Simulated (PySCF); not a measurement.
Level of theory: PBE-D3(BJ)/def2-TZVP // B3LYP-D3(BJ)/def2-TZVP (PySCF). Isolated molecules, 0 K electronic values unless said otherwise. One relaxed conformer stands for a flexible species; it need not be the lowest. 

Reference species (SMILES): `O[Si](O)(O)O` (neutral, multiplicity 1).

HOMO: -7.31 eV
HOMO–LUMO gap: 6.88 eV

Changed species: `O[Si](F)(F)F` (1 of 4 F replaced by OH; the reference has 4 of 4 F replaced by OH).

Question: What does the change do to the HOMO and HOMO–LUMO gap?

Answer: the HOMO drops by 1.49 eV, to -8.80 eV; the HOMO–LUMO gap goes up by 1.14 eV, to 8.02 eV.
